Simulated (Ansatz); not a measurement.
**Appearance energy of a fragment ion: C2H8OSi → [SiH3]+ + C2H5O + e⁻**

Species: C2H8OSi `CCO[SiH3]`, singlet; [SiH3]+ `[SiH3+]`, singlet; C2H5O (ethoxy radical) `CC[O]`, doublet. 

Shapes, held fixed at every level: PBE0-D4/def2-TZVP. Flexible molecules stand in one conformer, not always the lowest. Programs: Ansatz 0.2.0. Electronic energies: no zero-point or thermal term.

```csv
level,kind,ΔE (eV),less CCSD(T)/CBS estimate,CPU time (sum over the molecules)
HF/def2-SVP,Hartree–Fock,+11.15,-2.04,–
SPW92/def2-TZVPP,LDA,+13.49,+0.30,11 s
PBE-D4/def2-TZVPP,GGA,+12.86,-0.33,22 s
B3LYP-D4/def2-TZVPP,global hybrid,+12.92,-0.27,41 s
wB97M-V/def2-TZVPP,range-separated hybrid,+12.93,-0.26,1.8 min
wB97X-V/def2-TZVPP,range-separated hybrid,+12.93,-0.26,81 s
CCSD/def2-SVP,coupled cluster or CI,+12.49,-0.70,–
CCSD(T)/CBS estimate,coupled cluster or CI,+13.19,0.00,12 min
```

The highest level, CCSD(T)/CBS estimate, gives ΔE = +13.19 eV; the levels span +11.15 to +13.49. The column of differences is taken from that level and isn't an error. No measured value is set beside it here. Open shells run unrestricted. The CBS estimate extrapolates MP2 from def2-TZVPP and def2-QZVPP and adds CCSD(T) − MP2 in the triple-zeta set, cores frozen. The onset seen in experiment also holds zero-point changes and kinetic shifts. Times are processor times on shared x86 and Arm servers, and rough.
